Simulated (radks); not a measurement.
Spherical quantum dot in the effective-mass picture: electrons in a parabolic well V = omega^2 r^2 / 2 with omega = 0.713, with a point charge +1 (a donor) at the centre, all in effective atomic units (hartree* = m*/eps^2 hartree, bohr* = eps/m* bohr), one dielectric constant everywhere. Method: non-relativistic Kohn-Sham, PBE, spin-polarised, spherical densities; computed with a radial shooting solver with Libxc functionals. Levels are named by radial order and angular momentum (1s, 1p, 1d, 2s, ...), and open shells are averaged over m.

N = 35, configuration 1s2 1p6 1d10 2s2 1f14 2p(up 1, down 0). This is the lowest configuration that the search found. Occupied levels:

level,occupation,eigenvalue (hartree*),<r> (bohr*)
1s up,1,11.721,1.693
1s down,1,11.741,1.717
1p up,3,12.112,2.774
1p down,3,12.120,2.796
2s up,1,12.281,2.755
2s down,1,12.287,2.721
1d up,5,12.407,3.223
1d down,5,12.411,3.225
1f up,7,12.723,3.522
1f down,7,12.727,3.518
2p up,1,12.781,2.959

Energy (hartree*): total 265.655, kinetic 22.154, external 82.839, Hartree 174.19, exchange-correlation -13.523.
